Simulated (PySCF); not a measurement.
Input file for PySCF: R-B3LYP/6-311+G** on H2 (SMILES [H][H]).

```python
from pyscf import gto, scf, dft, mp
from pyscf.data.elements import chemcore

mol = gto.M(
    atom='''
    H    -0.24285681    0.04842923    4.05114946
    H    -0.21188945    0.00993352    3.30836049
    ''',
    basis='6-311+g**',
    charge=0, spin=0, verbose=3, max_memory=1800)
mf = dft.RKS(mol, xc='b3lyp')
mf.conv_tol = 1e-8
mf.max_cycle = 100
mf.kernel()
if not mf.converged:
    mf = mf.newton().run(mf.mo_coeff, mf.mo_occ)
```

Program output:

```
converged SCF energy = -1.1795710111522
```

The run converged.

Cost: around 0.20 core-seconds (rough).
